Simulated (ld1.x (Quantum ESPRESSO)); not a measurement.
**Varying the TM potential for Sn**

Base potential:

ld1.x (Quantum ESPRESSO) 7.5 input, shortened:

```
&input
   title='Sn', zed=50., rel=1, dft='PBE', iswitch=3,
   config='[Kr] 4d10 5s2 5p2'
 /
 &inputp
   pseudotype=2, tm=.true., lloc=2,
   nlcc=.false.
 /
3
5S  1  0   2.00   0.00  1.50  1.50  0.0
5P  2  1   2.00   0.00  2.10  2.10  0.0
4D  3  2  10.00   0.00  1.25  1.25  0.0
 &test
   configts(1)='4d10 5s2 5p2'
 /
```

All-electron outer shells of the reference configuration (PBE, scalar-relativistic, ld1.x):

```tsv
shell	level (eV)	outermost node (bohr)	outermost maximum (bohr)
4s	-133.93	0.40	0.74
4p	-89.70	0.41	0.79
4d	-25.84	0.39	0.88
5s	-10.55	0.98	2.01
5p	-3.69	1.09	2.55
```

Cutoffs, loose and tight: the cutoffs (Ry, on a coarse ladder) from which the occupation-weighted sum of valence levels, in a spherical-Bessel basis at the reference potential, stays within 10 and 1 mRy of its value at 400 Ry. They do not see the model core or the augmentation charge, which bear on the density cutoff. Test errors are all-electron minus pseudo excitation energies from the reference, over the configurations 4d10 5s2 5p1; 4d10 5s2 5p0; 4d10 5s1 5p0; 4d10 5s2 5p1.5; 4d9 5s2 5p2; 4d10 5s1 5p3; 4d10 5s0 5p0. A dash means not determined; rows that change the core or the reference have their own tests. The largest error is taken over the tests solved by every variant that gives reliable tests at all: 4d10 5s0 5p0; 4d10 5s1 5p0; 4d10 5s1 5p3; 4d10 5s2 5p0; 4d10 5s2 5p1; 4d10 5s2 5p1.5.

A true bound ghost makes a file unfit for plane-wave use even where its test errors are small: the radial tests pick states by their node count and pass the ghost by. Where a test does run into it, the solver fails or the error is huge.

| change | outcome | cutoff, loose | cutoff, tight | bound ghosts | largest test error (meV) |
| --- | --- | --- | --- | --- | --- |
| base | generated | 100 Ry | 160 Ry | s, p | +149 |
| wave 5p (bound): rc 2.10 bohr becomes 5p (bound): rc 1.36 bohr | generated | 230 Ry | 300 Ry | p, s | +244 |
| wave 5p (bound): rc 2.10 bohr becomes 5p (bound): rc 1.68 bohr | generated | 100 Ry | 160 Ry | s, p | +151 |
| wave 5p (bound): rc 2.10 bohr becomes 5p (bound): rc 2.16 bohr | generated | 100 Ry | 160 Ry | s, p | +151 |
| wave 5p (bound): rc 2.10 bohr becomes 5p (bound): rc 2.42 bohr | generated | 100 Ry | 160 Ry | s, p | +153 |
| wave 5p (bound): rc 2.10 bohr becomes 5p (bound): rc 2.70 bohr | generated | 100 Ry | 160 Ry | s, p | +140 |
| wave 5p (bound): rc 2.10 bohr becomes 5p (bound): rc 3.10 bohr | generated | 100 Ry | 160 Ry | s, p | +84 |

Reading the sweep of the p radius (base included, trends over the rows without a ghost): Bound ghosts are found at 1.36, 1.68, 2.1, 2.16, 2.42, 2.7, 3.1 bohr. Every judged row has one, so this setting neither creates nor removes them.
